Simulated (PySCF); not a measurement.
# Reading the logs of faulty runs: BH5NSi2 cation

All numbers below are calculated, not measured. They come from PySCF 2.14.0, an open-source quantum chemistry program, on an isolated molecule that a program drew, which may never have been made. The molecule is BH5NSi2 cation (charge +1, singlet), drawn as the SMILES string `B=N[SiH2][SiH2+]`.

Each row is a Hartree-Fock (HF) and frozen-core CCSD(T) single point in the cc-pV(D+d)Z basis, meant for a local HF minimum. Run 1 is clean. Each other run has one planted mistake out of seven kinds, and not every kind appears here: one electron removed, one electron added, multiplicity raised by two, geometry at a saddle point, minimal basis STO-3G, one bond length entered in bohr, all coordinates scaled. The reference is restricted for singlets and unrestricted otherwise, and also for a bond in bohr. Adding or removing an electron swaps singlet and doublet. Electrons count all cores. HOMO and LUMO are orbital energies over both spins, the gradient is its largest component, and the lowest frequency (negative if imaginary) is given only where the gradient is small. Bond lengths are over the 8 bonds as drawn. T1 is the CCSD diagnostic: over 0.02 (restricted) or 0.045 (unrestricted) a single reference is doubtful.

Geometry of the clean run:
```xyz
9
BH5NSi2 cation, angstrom
B    -1.6998   -2.5152    0.3121
N    -1.2576   -1.5058   -0.2906
Si   -0.6450   -0.0418   -0.8284
Si   -0.6574   -0.5610   -3.1928
H    -2.1140   -3.4659    0.8536
H    -1.5292    1.1174   -0.6742
H     0.7557    0.2286   -0.4904
H    -1.8332   -0.4115   -4.0650
H     0.4267   -1.2699   -3.8913
```

```
run,electrons,basis functions,<S^2>,HOMO (eV),LUMO (eV),gradient (hartree/bohr),lowest frequency (cm^-1),mean bond (Å),longest bond (Å),T1,HF (hartree),CCSD(T) (hartree),mistake
1,44,99,0.000,-15.55,-5.37,3.4e-05,56,1.5497,2.421,0.0158,-659.67423,-660.14177,no fault
2,43,99,0.776,-21.89,-12.45,8.5e-02,-,1.5497,2.421,0.0490,-659.16130,-659.58848,one electron removed
3,44,33,0.000,-13.46,-2.08,6.9e-02,-,1.5497,2.421,0.0183,-652.06162,-652.29466,minimal basis STO-3G
4,45,99,0.771,-7.14,2.14,5.5e-02,-,1.5497,2.421,0.0170,-659.90321,-660.39200,one electron added
5,44,99,0.729,-15.58,-5.42,2.1e-02,-,1.6798,2.421,0.0644,-659.53988,-660.00773,one bond length entered in bohr
6,44,99,0.000,-15.83,-5.39,5.2e-02,-,1.4908,2.329,0.0147,-659.65902,-660.12022,?
```

**Which mistake was planted in run 6, and what did it cost?**

The mean and the longest bond both change by the same factor, 0.962, and the gradient is no longer small. So the mistake is: all coordinates scaled. Subtracting run 1 and multiplying by 627.51 kcal/mol a hartree, the energy moved by 9.5 kcal/mol in HF and 13.5 kcal/mol in CCSD(T).

Cautions from the logs. Run 2: T1 is over the limit, so its CCSD(T) energy is less reliable; run 5: T1 is over the limit, so its CCSD(T) energy is less reliable.
